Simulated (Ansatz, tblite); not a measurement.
Adding an electron: the cluster Ag2F⁺ (the lowest singlet isomer of a short search). The state is a singlet with charge 1. Geometry: r2SCAN-D4/def2-TZVP. Ansatz, gas phase; energy differences of separate SCF runs; the reduced species was run as a doublet alone.

```xyz
3

Ag   -2.084   -0.139   -0.096
Ag    2.084    0.141    0.092
F     0.000   -0.001    0.004
```

In the def2 sets Ag takes a core potential; there is no spin–orbit coupling. The xTB rows come from tblite. The structure comes from a short search, and lower isomers may exist.

```
              level  −HOMO (eV)  −LUMO (eV)  vertical EA (eV)  HOMO–LUMO gap (eV)
           GFN2-xTB       15.90       11.89              9.42                4.01
r2SCAN-D4/def2-TZVP       11.70        8.36              6.26                3.34
  PBE0-D4/def2-TZVP       13.04        7.59              5.96                5.45
```

Problem. Estimate the rows for GFN1-xTB, PBE-D4/def2-TZVP.

Solution. 
```
           level  −HOMO (eV)  −LUMO (eV)  vertical EA (eV)  HOMO–LUMO gap (eV)
        GFN1-xTB       17.24       14.93             11.27                2.31
PBE-D4/def2-TZVP       11.63        8.81              6.49                2.82
```

  Raw xTB energy differences between charge states are shifted by several eV; the methods need an empirical correction for them.
